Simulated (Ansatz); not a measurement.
Total energies of C6H17NSi, SMILES `CC(C)N([SiH3])C(C)C`.

```xyz
25

C    -1.1829    1.3206   -1.4437
C    -0.6248    0.0157   -0.8903
C    -1.6218   -1.1247   -1.0532
N    -0.1747    0.1639    0.4928
Si   -1.2630    0.2080    1.8202
C     1.2495   -0.0163    0.7597
C     1.7345   -1.4320    0.4631
C     2.1032    1.0267    0.0491
H    -2.0730    1.6265   -0.8880
H    -0.4445    2.1201   -1.3628
H    -1.4637    1.2121   -2.4949
H     0.2571   -0.2413   -1.4856
H    -1.2016   -2.0656   -0.6923
H    -2.5397   -0.9260   -0.4907
H    -1.9037   -1.2506   -2.1017
H    -0.6147    0.9718    2.9202
H    -1.6421   -1.1259    2.3826
H    -2.5287    0.8753    1.4142
H     1.3772    0.1492    1.8367
H     1.1487   -2.1665    1.0198
H     2.7849   -1.5477    0.7420
H     1.6510   -1.6678   -0.6014
H     1.7791    2.0342    0.3162
H     3.1544    0.9154    0.3262
H     2.0394    0.9248   -1.0377
```

The species carries charge 0 and has multiplicity 1. All single points use the PBE0-D4/def2-TZVP geometry. It is one conformer, not always the lowest. Basis def2-TZVPP, Ansatz 0.2.0.

RPA on PBE orbitals: Hartree–Fock energy of these orbitals -580.52832 Eh, correlation -2.39077 Eh (frozen core).

```tsv
functional	energy without D4 (Eh)	D4 term (kJ/mol)
r2SCAN	-583.03550	-18.7
ωB97M-V	-583.05821	–
```

Q: Give the same for LDA (SPW92), PBE, revPBE, BLYP, B97M-V, PBE0, B3LYP, r2SCANh, r2SCAN0, HSE06 (plane-wave form), BHLYP, CAM-B3LYP, LC-ωPBE, ωB97X-V, B2PLYP, PBE-QIDH. (Best estimate.)

A: Ansatz gave: 
```
             functional  energy without D4 (Eh)  D4 term (kJ/mol)
            LDA (SPW92)              -579.35643                 –
                    PBE              -582.67367             -66.0
                 revPBE              -583.07554            -202.3
                   BLYP              -583.05783            -141.6
                 B97M-V              -583.17577                 –
                   PBE0              -582.75974             -56.7
                  B3LYP              -583.28051            -103.7
                r2SCANh              -583.02481             -19.6
                r2SCAN0              -583.01048             -21.4
HSE06 (plane-wave form)              -582.73443             -52.7
                  BHLYP              -583.05737             -74.8
              CAM-B3LYP              -583.08518             -57.3
                LC-ωPBE              -582.98381                 –
                ωB97X-V              -583.12691                 –
                 B2PLYP              -582.84542                 –
               PBE-QIDH              -582.64542                 –
```

B3LYP takes the VWN-RPA correlation (the form of Gaussian; ORCA's B3LYP/G). HSE06 is the plane-wave form, built on full-range PBE exchange. The double hybrids freeze the cores in their second-order part.

LC-ωPBE has ω = 0.4 bohr⁻¹.
